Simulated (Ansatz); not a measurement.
The Cd1–H2 bond of CdH2O (SMILES [OH][CdH]) is stretched (multiplicity 1, the rest rigid).
Geometry at rest (charge 0, multiplicity 1):
| atom | x (Å) | y (Å) | z (Å) |
|---|---|---|---|
| Cd | -0.2673 | -0.0991 | -0.0305 |
| H | -1.7878 | -0.6990 | -0.2066 |
| O | 1.6116 | 0.5006 | 0.1771 |
| H | 1.7266 | 1.4525 | 0.2546 |

Correlated levels freeze the cores.

Programs: Ansatz (a program for electronic structure).  In def2 rows elements past Kr take small-core potentials, without spin–orbit coupling.

FIC-MRCISD+Q on CASSCF(2,2)/def2-TZVPP, total energies (hartree):

```json
[
 {"R (Å)": "1.644", "CASSCF": "-242.923763", "MRCISD": "-243.524452", "weight c² of the reference": "0.90024"},
 {"R (Å)": "2.877", "CASSCF": "-242.853250", "MRCISD": "-243.439378", "weight c² of the reference": "0.90273"},
 {"R (Å)": "5.261", "CASSCF": "-242.823567", "MRCISD": "-243.409596", "weight c² of the reference": "0.90316"}
]
```

Add the Davidson correction (E_MRCISD − E_CASSCF)(1 − c²)/c² and give the energies above the first point at the three levels.


Corrections (hartree): -0.066562, -0.063156, -0.062834. Above the first point (kcal/mol):
- R = 2.877 Å: CASSCF 44.2, MRCISD 53.4, with the correction 55.5
- R = 5.261 Å: CASSCF 62.9, MRCISD 72.1, with the correction 74.4
